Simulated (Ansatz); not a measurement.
Geometry optimisation, Ansatz 0.2.0, RKS PBE-D4/def2-SVP.

input.yaml

```yaml
crystal:
  periodic: [false, false, false]
  atoms:
    - { symbol: Ga, position_ang: [-1.123057, -0.709573, -0.327568] }
    - { symbol: F, position_ang: [-0.271545, -0.953521, 1.231132] }
    - { symbol: H, position_ang: [-0.7695, -1.779599, -1.417882] }
    - { symbol: H, position_ang: [-2.148657, 0.480105, -0.285724] }
    - { symbol: H, position_ang: [1.410595, 0.307797, 0.666055] }
    - { symbol: O, position_ang: [1.597513, 0.891444, -0.095515] }
    - { symbol: H, position_ang: [1.304652, 1.763346, 0.229502] }
basis:
  gaussian: { orbitals: def2-SVP }
hamiltonian:
  xc: pbe
  dispersion: d4
relax:
  f_tol: 0.03
  max_steps: 50
output:
  orbitals: {}
```

Run as:

```bash
$ ansatz run input.yaml --threads 2 --pin off --max-ram 3072MiB --backend cpu --events-out ev --progress --plain --runs-dir out
```

Task: Where does it end, and by what steps?

Result: The forces met the threshold. After 8 steps the energy has fallen by 0.536 eV; O6 moved furthest, 0.57 Å. Joined: Ga1–O6 (3.17 → 2.16 Å).

```tsv
step	energy less start (eV)	largest force component (eV/Å)	accepted
0	0.0000	0.351	yes
1	-0.1297	0.859	yes
2	-0.3155	1.077	yes
3	-0.4930	0.392	yes
4	-0.5190	0.531	yes
5	-0.5329	0.237	yes
6	-0.5355	0.050	yes
7	-0.5359	0.041	yes
8	-0.5361	0.021	yes
```

```xyz
7
Properties=species:S:1:pos:R:3
Ga -0.759 -0.471 -0.310
F -0.126 -0.961 1.345
H -0.517 -1.578 -1.395
H -1.821 0.690 -0.204
H 1.150 0.163 0.720
O 1.112 0.606 -0.175
H 0.963 1.552 0.020
```

The run took 6.3 s on 2 threads of AMD EPYC 9R14 (Zen 4), with other jobs on the host, peak memory 0.16 GiB.
